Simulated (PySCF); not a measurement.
## A survey of 17O NMR shifts

Method: GIAO PBE0/pcSseg-1 shieldings, coordinates at the GFN2-xTB level, in PySCF 2.14 (no solvent, averaged over atoms made equivalent by symmetry, fast rotation or ring inversion, a single conformation, no relativistic terms).

Shieldings were converted by a linear fit to measured shifts: 17O: δ = 266.70 − 0.911σ (rms 10.7 ppm, 155 shifts, 12.2 ppm with the 3 outliers that the fit left out vs liquid water, solution or neat liquid). A few per cent of atoms miss by over 2 rms, more outside the fitted compound classes.

(1) Give the 17O shifts of `C#C[C@@](F)(C[SiH3])[SiH2]O`, `C=C[Si@H](F)C(=C)O[SiH3]`.

(2) Order these by 17O shift, lowest first.
A. C[S@@](=O)c1ccnnc1
B. N#C[C@@]1(F)O[C@H]1C(F)F
C. C=CO/C(=C\Cl)C(F)(F)F

## Answers

(1) 
```
                   compound             environment  δ (ppm)
C#C[C@@](F)(C[SiH3])[SiH2]O  oxygen bonded to Si, H    -29.9
   C=C[Si@H](F)C(=C)O[SiH3]  oxygen bonded to C, Si     47.3
```

(2) A (-7.5 ppm, S=O oxygen), B (55.4 ppm, ether oxygen), C (121.1 ppm, ether oxygen).
